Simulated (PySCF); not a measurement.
Job file and geometry (Å, from GFN2-xTB) of an NMR shielding run on SMILES [SiH3]c1ppc[p-]1, [C₂H₄P₃Si]-, PySCF 2.14.0, density-fitted response routines, GIAO PBE0/pcSseg-1 NMR shielding, non-relativistic, gas phase; density fitting, a coarse starting grid and PySCF grid level 2 are the driver's defaults:

```
{"job": {"kind": "nmr", "xc": "PBE0", "basis": "pcSseg-1"}, "charge": -1, "multiplicity": 1}
Si    -1.988881    -0.063426    -0.053693
C     -0.130941     0.152129    -0.033144
P      0.544245     1.747517    -0.194705
P      2.577354     1.270690    -0.071648
C      2.412068    -0.435974     0.122802
P      0.888999    -1.248527     0.166820
H     -2.348622    -1.485933    -0.148486
H     -2.622308     0.628226    -1.188964
H     -2.642223     0.463286     1.159821
H      3.319192    -1.023334     0.218669
```

**Question.** Write the output of this run.

**Answer.** 
```
coarse grid: 11152 points
cycle   1  E = -1391.4745987759  dE =  6.569e-01  |g| = 4.537e-01  |ddm| = 3.588e+00
cycle   2  E = -1391.3787124732  dE =  9.589e-02  |g| = 7.340e-01  |ddm| = 1.529e+00
cycle   3  E = -1391.5341498255  dE = -1.554e-01  |g| = 9.637e-02  |ddm| = 9.520e-01
cycle   4  E = -1391.5361156032  dE = -1.966e-03  |g| = 5.626e-02  |ddm| = 2.112e-01
cycle   5  E = -1391.5371072764  dE = -9.917e-04  |g| = 1.746e-02  |ddm| = 1.003e-01
cycle   6  E = -1391.5371925326  dE = -8.526e-05  |g| = 6.631e-03  |ddm| = 2.935e-02
cycle   7  E = -1391.5372021757  dE = -9.643e-06  |g| = 3.419e-03  |ddm| = 1.157e-02
cycle   8  E = -1391.5372059920  dE = -3.816e-06  |g| = 3.668e-04  |ddm| = 5.185e-03
final grid: 91608 points
cycle   9  E = -1391.5739063848  dE = -9.750e-06  |g| = 7.476e-03  |ddm| = 2.093e-02
cycle  10  E = -1391.5738703893  dE =  3.600e-05  |g| = 1.359e-02  |ddm| = 1.990e-02
cycle  11  E = -1391.5739211680  dE = -5.078e-05  |g| = 9.921e-04  |ddm| = 1.448e-02
cycle  12  E = -1391.5739214840  dE = -3.160e-07  |g| = 3.238e-04  |ddm| = 2.122e-03
cycle  13  E = -1391.5739215187  dE = -3.466e-08  |g| = 1.016e-04  |ddm| = 6.302e-04
cycle  14  E = -1391.5739215216  dE = -2.931e-09  |g| = 2.515e-05  |ddm| = 1.568e-04
cycle  15  E = -1391.5739215218  dE = -1.314e-10  |g| = 1.491e-05  |ddm| = 4.671e-05
converged SCF energy = -1391.5739215218

GIAO shielding tensors (ppm)
atom      isotropic    diamagn.    paramagn.     s11        s22        s33       span
  0 Si     433.839     879.750    -445.911    394.550    423.684    483.283     88.733
  1 C       20.197     266.921    -246.725   -132.779     27.011    166.357    299.136
  2 P       -9.090     968.761    -977.850   -302.762    -75.010    350.503    653.265
  3 P        1.267     969.941    -968.674   -295.156    -41.625    340.582    635.739
  4 C        9.099     266.204    -257.105   -151.934     38.490    140.741    292.675
  5 P       16.457     969.291    -952.833   -211.159    -12.506    273.037    484.197
  6 H       26.657      29.334      -2.677     21.955     26.319     31.698      9.742
  7 H       26.770      29.124      -2.353     22.758     25.435     32.118      9.360
  8 H       26.753      29.055      -2.302     23.262     24.567     32.430      9.168
  9 H       22.203      32.199      -9.996     20.141     20.841     25.626      5.485
```

**Question.** Turn these shieldings into chemical shifts. Referencing at the same level of theory: $^{29}$Si (σref 349.16) and $^{13}$C (σref 186.93) and $^{1}$H (σref 31.72) vs TMS; $^{31}$P (σref 318.38) against H3PO4.

**Answer.** Averaging equivalent atoms: Si 0: -84.7; C 4: 177.8; C 1: 166.7; P 2: 327.5; P 3: 317.1; P 5: 301.9; H 9: 9.51; H 6/7/8: 4.99 ppm. Experimental scales use liquid or dissolved standards, which lie at an offset from isolated H3PO4.

Size and cost of the density-fitted run: 150 basis functions, of the order of 40 core-seconds.
